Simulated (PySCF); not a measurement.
This script is equivalent to a calculation on Ca (calcium, neutral).

```python
from pyscf import gto, scf, dft, mp, cc
import basis_set_exchange as bse
mol = gto.M(atom="Ca 0 0 0", charge=0, spin=0, symmetry="D2h",
            basis=gto.basis.parse(bse.get_basis("x2c-SVPall", elements=["Ca"], fmt="nwchem", header=False)),
            nucmod="G")
mf = dft.UKS(mol, xc="PBE0").sfx2c1e()
mf.irrep_nelec = {'Ag': (4, 4), 'B1u': (2, 2), 'B2u': (2, 2), 'B3u': (2, 2)}
mf.kernel()
```

**Question.** What total energy does it give?

**Answer.** -680.165 hartree (calculated).

**Question.** Which occupied shell lies highest, and where?

**Answer.** 4s, at -4.343 eV.
